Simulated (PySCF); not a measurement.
## Working out the ionisation energy of Tc

Tc [Kr] 4d5 5s2 (6S) → Tc⁺ [Kr] 4d5 5s1 (7S). Calculation: PySCF 2.14, in def2-QZVPPD with the def2 core potential (28 electrons) (7s5p4d4f2g, 88 functions); scalar relativity through the core potential. Frozen: 4s2 4p6. Energies in hartree (1 hartree = 27.21139 eV):

```csv
part,Tc (lower),Tc⁺ (upper)
UHF,-80.113549,-79.910026
CCSD correlation,-0.138337,-0.090536
(T),-0.005943,-0.001851
```

Task: What does Hartree-Fock give?

Result: (-79.910026) − (-80.113549) = 0.203523 hartree = 5.538 eV.

Task: What do CCSD and CCSD(T) give?

Result: The CCSD correlation energies differ by 0.047801 hartree = 1.301 eV and the triples by 0.004092 hartree = 0.111 eV, so CCSD gives 6.839 eV and CCSD(T) 6.950 eV.

Measured between the centres of the two terms (NIST): 7.119 eV, so CCSD(T) (valence) is off by -0.169 eV.

What remains against the reference includes basis incompleteness, the frozen core and higher excitations.
